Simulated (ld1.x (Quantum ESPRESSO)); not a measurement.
**carbon (C), TM: configuration errors across variants**

```
Element                 : C (Z = 6)
Generator               : ld1.x (Quantum ESPRESSO) 7.5
Type                    : norm-conserving Troullier–Martins (Kleinman–Bylander form)
Functional              : LDA (PZ)
Relativity              : non-relativistic
Frozen core             : [He]
Valence charge          : 4
Reference configuration : 2s2 2p2
Partial waves           : 2s (bound): rc 0.75 bohr; 3d channel at 0.05 Ry: rc 1.25 bohr; 2p (bound): rc 1.55 bohr
Local potential         : the p channel
Core correction         : none
```

All-electron excitation energies from the reference (eV): (1) 2s2 2p1 10.992; (2) 2s2 2p0 35.254; (3) 2s1 2p0 83.203; (4) 2s2 2p2.3 -1.200; (5) 2s1 2p2 19.469; (6) 2s1 2p3 8.227; (7) 2s0 2p4 16.487; (8) 2s2 2p2 spin -1.129; (9) 2s2 2p1 spin 10.595.

Spin tests fill each open shell by Hund’s rule, majority spin first.

Errors AE − PS in meV (a dash: test not solved or not reliable):

| change | (1) | (2) | (3) | (4) | (5) | (6) | (7) | (8) | (9) | bound ghosts |
| --- | --- | --- | --- | --- | --- | --- | --- | --- | --- | --- |
| base | +13 | +169 | +420 | +0.1 | -0.5 | +16 | +66 | +121 | +66 | none |
| core correction a·sin(br)/r model core inside 0.40 bohr | +7.1 | +97 | +210 | -0.1 | -4.4 | +8.2 | +34 | +24 | +16 | none |
| core correction a·sin(br)/r model core inside 0.52 bohr | +7.3 | +99 | +214 | 0.0 | -4.0 | +8.7 | +36 | +27 | +18 | none |
| core correction a·sin(br)/r model core inside 0.72 bohr | +9.1 | +118 | +262 | 0.0 | -2.7 | +11 | +47 | +54 | +31 | none |
| core correction a·sin(br)/r model core inside 0.90 bohr | +11 | +145 | +340 | 0.0 | -1.6 | +14 | +58 | +90 | +50 | none |

(1) Give the same row for: core correction a·sin(br)/r model core inside 0.60 bohr.

Answers

(1) +7.6, +103, +224, 0.0, -3.6, +9.4, +39, +33, +21; bound ghosts: none.
